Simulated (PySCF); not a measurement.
**Electron correlation in Ru (ruthenium, neutral)**

[Kr] 4d6 5s1 5p1, one real determinant (an excited configuration). All numbers are calculated (PySCF 2.14, scalar relativity by spin-free X2C-1e, in x2c-TZVPPall (8s6p6d2f1g, 79 functions)). Frozen: [Kr]; 8 electrons correlated.

```
  level  correlation energy (mhartree)
   CCSD                        -143.74
    (T)                          -4.33
CCSD(T)                        -148.07
```

Diagnostics: T1 = 0.011, D1 = 0.0364, largest double amplitude 0.064.

The real determinant used has ⟨L²⟩ near 8 against 12 for a pure F term, so it mixes terms.

Cost of the coupled-cluster step: about 6 core-seconds, for 8 correlated electrons.

The basis was made for the ground configuration and has no added diffuse functions, which can raise the energy of the promoted electron.

The reference is one real determinant that mixes LS terms of this configuration.
